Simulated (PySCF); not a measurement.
## Computed structure and properties of [Cs2]−

System: [Cs2]− (doublet); start: template (D∞h). Method: PySCF 2.14.0, UKS PBE, Cs def2-SVP with ECP46; non-relativistic Hamiltonian with scalar-relativistic core potentials where named; density fitting; no spin-orbit coupling.

Input of the relaxation:

```python
mol = gto.M(atom='''
Cs     0.00000     0.00000     2.50000
Cs     0.00000     0.00000    -2.50000''',
    basis={'Cs': 'def2-SVP'},
    ecp={'Cs': 'def2-SVP'},
    charge=-1, spin=1)
mf = dft.UKS(mol, xc='PBE')
mf.grids.atom_grid = (50, 194)
mf = mf.density_fit()  # fitting sets: Cs def2-universal-JKFIT
mf.conv_tol = 1e-08; mf.max_cycle = 55
mf.kernel(dm0)  # dm0: converged density of the start geometry
# quasi-Newton relaxation in Cartesian coordinates to a largest gradient under 0.00045 Eh/bohr, steps kept in the point group
```

Run from Python with OMP_NUM_THREADS=2; the lines above give its settings. Where DIIS fails, smearing, a level shift and second-order steps follow.
It took 3.6 s on 2 threads of Intel(R) Xeon(R) Platinum 8488C (Sapphire Rapids), with other jobs on the host, from the converged density of the start.

Course of the relaxation:

| step | energy above end (eV) | largest force component within the symmetry (eV/Å) |
| --- | --- | --- |
| 0 | 0.0087 | 0.060 |
| 1 | 0.0081 | 0.058 |
| 2 | 0.0007 | 0.016 |
| 3 | 0.0000 | 0.004 |

Relaxed geometry (D∞h):

```xyz
2

Cs    0.0000    0.0000    2.6495
Cs    0.0000    0.0000   -2.6495
```

```
contact      Å
Cs2–Cs1  5.299
```

On the finer grid (75, 302):

The HOMO is 0.47 eV and the LUMO is 0.80 eV. The dipole about the centre of mass is 0.00 D and the spin squared is 0.786. The set of Mulliken populations of Cs1 outside the core potential is s 3.35, p 6.14, d 0.01. The D3(BJ) dispersion energy (not in the energies) is -0.020 eV.

| atom | Mulliken (e) | Löwdin (e) | spin (e) |
| --- | --- | --- | --- |
| Cs1 | -0.50 | -0.50 | 0.50 |
| Cs2 | -0.50 | -0.50 | 0.50 |

The highest filled level lies above zero, as often for anions with such functionals and bases; it isn't the detachment energy.

On the grid (50, 194), as all that follows. Harmonic modes: a minimum within the noise of the softest modes; lowest 25 cm⁻¹ (negative: unstable), highest 25 cm⁻¹, zero-point energy 0.002 eV.

One start shape was tried, so this needn't be the lowest isomer.

Open shells may have lower solutions than the one found.
